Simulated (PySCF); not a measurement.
# Löwdin shares of the frontier orbitals

C₅H₃Cl₂O₂P.
SMILES with atom numbers: `[CH3:1][C:2](=[O:3])[c:4]1[o:5][c:6]([Cl:7])[p:8][c:9]1[Cl:10]` (hydrogens: H11, H12, H13 on C1)

Method: PySCF, TDDFT B3LYP/def2-SVPD, vertical, gas phase, core orbitals frozen in the response. The structure is a single GFN2-xTB conformer in the gas phase; no vibrational or solvent corrections. Torsions of this conformer, `[CH3:1][C:2](=[O:3])[c:4]1[o:5][c:6]([Cl:7])[p:8][c:9]1[Cl:10]`: C1–C2–C4–O5 0°.

Kohn–Sham orbitals with the atoms that hold most of them (Löwdin shares over 4%, at most four atoms; ? is withheld):

```
orbital  ε (eV)                              atoms
 HOMO-3   -8.94   Cl10 36%, P8 28%, C9 12%, O3 12%
 HOMO-2   -7.85   Cl10 31%, C9 21%, P8 21%, O5 12%
 HOMO-1   -7.40    O3 55%, Cl10 12%, C2 10%, C1 9%
   HOMO   -7.19                                  ?
   LUMO   -2.48                                  ?
 LUMO+1   -1.81      P8 38%, C9 16%, C6 16%, C2 6%
 LUMO+2   -0.32  Cl7 36%, P8 24%, C6 14%, Cl10 12%
```

Which atoms hold the HOMO, and with what shares?

C6 (bonded to Cl, O and P) 22%; C4 (bonded to 2 C and O) 19%; Cl7 (bonded to C) 16%; P8 (bonded to 2 C) 16%. By element: carbon 41% or more, chlorine 16% or more, phosphorus 16%.

Give the leading atoms of the LUMO.

C6 (bonded to Cl, O and P) 17%; O3 (bonded to C) 16%; C2 (bonded to 2 C and O) 15%; O5 (bonded to 2 C) 11%. By element: carbon 32% or more, oxygen 27%.

The HOMO–LUMO gap is 4.71 eV. Where does the response calculation put the lowest singlet, and from which orbitals?

S1 is at 3.56 eV (f = 0.0001), 1.16 eV below the gap, made of HOMO-1→LUMO (90%). Its leading pair isn't HOMO and LUMO; the energies of that pair differ by 4.92 eV. Without the coupling terms of the response equations the lowest excitation would equal the gap.

Give energy, strength and leading configuration of S1, S4 and S7, and follow the Löwdin shares of the leading atoms from the occupied to the empty orbital.

- S1 (3.56 eV, f 0.0001), HOMO-1→LUMO (90%): O3 55% → 16%, Cl10 12% → at most 12%, C6 at most 10% → 17%
- S4 (4.73 eV, f 0.0010), HOMO-1→LUMO+1 (90%): O3 55% → at most 6%, Cl10 12% → at most 6%, P8 at most 10% → 38%, C9 at most 10% → 16%
- S7 (5.56 eV, f 0.103), HOMO-2→LUMO+1 (78%): Cl10 31% → at most 6%, C9 21% → 16%, P8 21% → 38%

Löwdin shares depend on the basis, the more so with diffuse functions.
